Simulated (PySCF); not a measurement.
# Two-component Hartree-Fock for Os(43+) (osmium, charge +43)

Start: [Ar] 3d10 4s2 4p3; 4p1/2 filled at m_j = -1/2, +1/2; 4p3/2 filled at m_j = +3/2. Calculated with PySCF 2.14 in an even-tempered Gaussian basis (16 s from 5.5 bohr⁻², ratio 2.8; 13 p from 7.2 bohr⁻², ratio 2.8; 8 d from 13 bohr⁻², ratio 2.8; 4 f from 32 bohr⁻², ratio 3): generalised Hartree-Fock with the X2C-1e Hamiltonian and a Gaussian nucleus; one run each with spin-orbit coupling (SO) switched off, then screened by Boettger's factors.

```json
{"spinor shell": "1s1/2", "electrons": "2", "ε, spin-free (eV)": "-76384.7", "ε, screened SO (eV)": "-76355.3", "weight of nominal j (screened SO)": "1.000", "rms radius, screened SO (bohr)": "0.0201"}
{"spinor shell": "2s1/2", "electrons": "2", "ε, spin-free (eV)": "-15165.8", "ε, screened SO (eV)": "-15154.5", "weight of nominal j (screened SO)": "1.000", "rms radius, screened SO (bohr)": "0.0808"}
{"spinor shell": "2p1/2", "electrons": "2", "ε, spin-free (eV)": "-13484.0", "ε, screened SO (eV)": "-14582.4", "weight of nominal j (screened SO)": "1.000", "rms radius, screened SO (bohr)": "0.0686"}
{"spinor shell": "2p3/2", "electrons": "4", "ε, spin-free (eV)": "-13484.0", "ε, screened SO (eV)": "-13039.2", "weight of nominal j (screened SO)": "1.000", "rms radius, screened SO (bohr)": "0.0762"}
{"spinor shell": "3s1/2", "electrons": "2", "ε, spin-free (eV)": "-5098.8", "ε, screened SO (eV)": "-5093.4", "weight of nominal j (screened SO)": "1.000", "rms radius, screened SO (bohr)": "0.204"}
{"spinor shell": "3p1/2", "electrons": "2", "ε, spin-free (eV)": "-4592.4", "ε, screened SO (eV)": "-4844.1", "weight of nominal j (screened SO)": "1.000", "rms radius, screened SO (bohr)": "0.195"}
{"spinor shell": "3p3/2", "electrons": "4", "ε, spin-free (eV)": "-4592.4", "ε, screened SO (eV)": "-4485.5", "weight of nominal j (screened SO)": "1.000", "rms radius, screened SO (bohr)": "0.210"}
{"spinor shell": "3d3/2", "electrons": "4", "ε, spin-free (eV)": "-4039.7", "ε, screened SO (eV)": "-4082.2", "weight of nominal j (screened SO)": "1.000", "rms radius, screened SO (bohr)": "0.183"}
{"spinor shell": "3d5/2", "electrons": "6", "ε, spin-free (eV)": "-4039.7", "ε, screened SO (eV)": "-4004.6", "weight of nominal j (screened SO)": "1.000", "rms radius, screened SO (bohr)": "0.187"}
{"spinor shell": "4s1/2", "electrons": "2", "ε, spin-free (eV)": "-2370.9", "ε, screened SO (eV)": "-2368.9", "weight of nominal j (screened SO)": "1.000", "rms radius, screened SO (bohr)": "0.430"}
{"spinor shell": "4p1/2", "electrons": "2", "ε, spin-free (eV)": "-2202.9", "ε, screened SO (eV)": "-2271.9", "weight of nominal j (screened SO)": "0.999", "rms radius, screened SO (bohr)": "0.421"}
{"spinor shell": "4p3/2", "electrons": "1", "ε, spin-free (eV)": "-2202.9", "ε, screened SO (eV)": "-2163.3", "weight of nominal j (screened SO)": "1.000", "rms radius, screened SO (bohr)": "0.440"}
```

| quantity | spin-free | screened SO |
| --- | --- | --- |
| E (hartree) | -16011.23762 | -16037.23225 |
| M_J | 3/2 | 3/2 |
| ⟨J²⟩ | 3.750 | 3.751 |
| ⟨L²⟩ | 0.000 | 2.566 |
| ⟨S²⟩ | 3.750 | 1.556 |

Each row is a mean over spinors that exchange with the open shell spreads, by up to 14.439 eV (4s1/2).

Breit and QED terms are absent; they matter most for the inner s and p1/2 levels.

Densities and radii are taken from the X2C orbitals without a picture-change correction, which distorts them close to the nucleus.

Without spin-orbit coupling the j labels of p, d and f shells carry no meaning; the spin-free column gives the mean over the occupied spinors of each nl shell.
